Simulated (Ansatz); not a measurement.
Reaction (ligand exchange at the Si–O bond): `B[Si](F)(Cl)O[SiH3]` + `CNCF` → `CN([SiH3])CF` + `B[Si](O)(F)Cl`

Computed with Ansatz on PBE0-D4/def2-TZVP structures; ΔE is electronic, products minus reactants. CCSD(T)/CBS is the MP2 limit (def2-TZVPP, def2-QZVPP) plus CCSD(T) − MP2 in def2-TZVPP, frozen cores. One conformer a species, not always the lowest.

```
              species  CCSD(T)/CBS(def2) energy (Eh)
`B[Si](F)(Cl)O[SiH3]`                    -1240.88456
               `CNCF`                     -234.19797
       `CN([SiH3])CF`                     -524.49333
      `B[Si](O)(F)Cl`                     -950.56525
```

(1) Work out ΔE.

Largest T1 diagnostic among the species: 0.011.

Results:

(1) ΔE = (-524.49333) + (-950.56525) − (-1240.88456) − (-234.19797) = 0.02395 Eh = +0.65 eV.

From PBE to PBE0 (25 % exact exchange), in def2-TZVPP and without D4, ΔE moves by +0.04 eV. In def2-TZVPP, CCSD(T) changes the Hartree–Fock value by −0.21 eV (the triples alone add −0.03 eV) and MP2 by −0.23 eV.
